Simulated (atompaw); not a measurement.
## What the settings do to the PAW (atompaw) potential of Bi (Z = 83)

Base potential:

| Property | Result |
| --- | --- |
| Element | Bi (Z = 83) |
| Generator | atompaw 4.2.0.5 |
| Type | PAW |
| Functional | PBE |
| Relativity | scalar-relativistic |
| Frozen core | [Xe] 4f14 |
| Valence charge | 15 |
| Reference configuration | 5d10 6s1.75 6p3.25 |
| Partial waves | 6s (bound): rc 1.75 bohr; 6s channel at -0.6 Ry: rc 1.75 bohr; 6p (bound): rc 2.75 bohr; 6p channel at 0.4 Ry: rc 2.75 bohr; 5d (bound): rc 2.75 bohr; 5d channel at -0.95 Ry: rc 2.75 bohr; 5f channel at -0.1 Ry: rc 2.75 bohr |
| Local potential | ultrasoft scheme with l = 4 at 0 Ry, radius 1.85 bohr |
| Core correction | smooth core density matched at 1.95 bohr |
| Augmentation charge | sinc compensation charge, radius 2.40 bohr; PAW radius 2.75 bohr; waves and projectors: custom polynom2 7 10 vanderbiltortho |

All-electron outer shells of the reference configuration (PBE, scalar-relativistic, ld1.x):

```tsv
shell	level (eV)	outermost node (bohr)	outermost maximum (bohr)
4f	-153.04	–	0.34
5p	-96.30	0.48	0.86
5d	-27.50	0.51	1.03
6s	-14.74	0.98	1.86
6p	-4.74	1.14	2.44
```

Cutoffs, loose and tight: the cutoffs (Ry, on a coarse ladder) from which the occupation-weighted sum of valence levels, in a spherical-Bessel basis at the reference potential, stays within 10 and 1 mRy of its value at 400 Ry. They see the waves, projectors and local potential, not the compensation charge or the core. A dash means not determined.

A true bound ghost makes a file unfit for plane-wave use even where its test errors are small: the radial tests pick states by their node count and pass the ghost by.

| change | outcome | cutoff, loose | cutoff, tight | bound ghosts |
| --- | --- | --- | --- | --- |
| base | generated | 30 Ry | 60 Ry | s |
| all radii scaled by about 0.75 (s 1.32, p 2.06, d 2.06, f 2.06 bohr); local potential ultrasoft scheme with l = 4 at 0 Ry, radius 1.40 bohr; augmentation sinc compensation charge, radius 1.80 bohr; PAW radius 2.06 bohr; waves and projectors: custom polynom2 7 10 vanderbiltortho; core correction smooth core density matched at 1.46 bohr | generated | 25 Ry | 100 Ry | s, p, f |
| all radii scaled by about 0.90 (s 1.58, p 2.46, d 2.46, f 2.46 bohr); local potential ultrasoft scheme with l = 4 at 0 Ry, radius 1.66 bohr; augmentation sinc compensation charge, radius 2.16 bohr; PAW radius 2.46 bohr; waves and projectors: custom polynom2 7 10 vanderbiltortho; core correction smooth core density matched at 1.74 bohr | generated | 35 Ry | 80 Ry | s, f |
| all radii scaled by about 0.95 (s 1.68, p 2.62, d 2.62, f 2.62 bohr); local potential ultrasoft scheme with l = 4 at 0 Ry, radius 1.76 bohr; augmentation sinc compensation charge, radius 2.30 bohr; PAW radius 2.62 bohr; waves and projectors: custom polynom2 7 10 vanderbiltortho; core correction smooth core density matched at 1.86 bohr | generated | 35 Ry | 70 Ry | s, f |
| all radii scaled by about 1.16 (s 2.02, p 3.18, d 3.18, f 3.18 bohr); local potential ultrasoft scheme with l = 4 at 0 Ry, radius 2.14 bohr; augmentation sinc compensation charge, radius 2.78 bohr; PAW radius 3.18 bohr; waves and projectors: custom polynom2 7 10 vanderbiltortho; core correction smooth core density matched at 2.26 bohr | generated | 15 Ry | 35 Ry | s |
| all radii scaled by about 1.21 (s 2.10, p 3.32, d 3.32, f 3.32 bohr); local potential ultrasoft scheme with l = 4 at 0 Ry, radius 2.22 bohr; augmentation sinc compensation charge, radius 2.88 bohr; PAW radius 3.32 bohr; waves and projectors: custom polynom2 7 10 vanderbiltortho; core correction smooth core density matched at 2.34 bohr | generated | 12 Ry | 30 Ry | none |
| all radii scaled by about 1.29 (s 2.26, p 3.56, d 3.56, f 3.56 bohr); local potential ultrasoft scheme with l = 4 at 0 Ry, radius 2.40 bohr; augmentation sinc compensation charge, radius 3.10 bohr; PAW radius 3.56 bohr; waves and projectors: custom polynom2 7 10 vanderbiltortho; core correction smooth core density matched at 2.52 bohr | generated | 10 Ry | 25 Ry | none |

**Question.** What comes out with this change to the base: all radii scaled by about 1.09 (s 1.90, p 3.00, d 3.00, f 3.00 bohr); local potential ultrasoft scheme with l = 4 at 0 Ry, radius 2.02 bohr; augmentation sinc compensation charge, radius 2.62 bohr; PAW radius 3.00 bohr; waves and projectors: custom polynom2 7 10 vanderbiltortho; core correction smooth core density matched at 2.12 bohr?

**Answer.** outcome: generated; cutoff, loose: 21 Ry; cutoff, tight: 45 Ry; bound ghosts: s.

**Question.** What comes out with this change to the base: all radii scaled by about 0.83 (s 1.46, p 2.28, d 2.28, f 2.28 bohr); local potential ultrasoft scheme with l = 4 at 0 Ry, radius 1.54 bohr; augmentation sinc compensation charge, radius 1.98 bohr; PAW radius 2.28 bohr; waves and projectors: custom polynom2 7 10 vanderbiltortho; core correction smooth core density matched at 1.62 bohr?

**Answer.** outcome: generated; cutoff, loose: 25 Ry; cutoff, tight: 90 Ry; bound ghosts: s, p, f.

Reading the sweep of the scale of all radii (base = 1) (base included, trends over the rows without a ghost): Bound ghosts are found at 0.75, 0.83, 0.9, 0.95, 1, 1.09, 1.16.
